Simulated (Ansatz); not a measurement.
Relaxation of ClGeH₄ (6 atoms, charge 0, multiplicity 2), to a largest force component of 0.03 eV/Å in at most 50 steps.

Method: UHF/def2-SVP in Ansatz.

```xyz
6
Properties=species:S:1:pos:R:3
Ge 0.003 0.000 -0.072
H 0.017 0.000 1.472
H 1.446 0.000 -0.588
H -0.725 1.253 -0.569
H -0.725 -1.253 -0.569
Cl -0.014 0.000 4.047
```

Where does it end, and by what steps?

The forces met the threshold. The force dipped under the threshold on the way, but the program's further checks kept it going. After 8 steps the energy has fallen by 0.044 eV; Cl6 moved furthest, 0.88 Å.

```csv
step,energy less start (eV),largest force component (eV/Å),accepted
0,0.0000,0.309,yes
1,-0.0086,0.134,yes
2,-0.0289,0.084,yes
3,-0.0371,0.053,yes
4,-0.0404,0.052,yes
5,-0.0415,0.009,yes
6,-0.0430,0.084,yes
7,-0.0440,0.026,yes
8,-0.0441,0.005,yes
```

```xyz
6
Properties=species:S:1:pos:R:3
Ge 0.005 0.000 -0.240
H 0.024 0.000 1.293
H 1.443 0.000 -0.772
H -0.724 1.251 -0.745
H -0.724 -1.251 -0.745
Cl -0.024 0.000 4.930
```

Whether the end is a true minimum wasn't checked by a vibrational analysis.

Time of the run: 54 s on 1 thread of Arm Neoverse V1, on a shared host, peak memory 0.22 GiB.
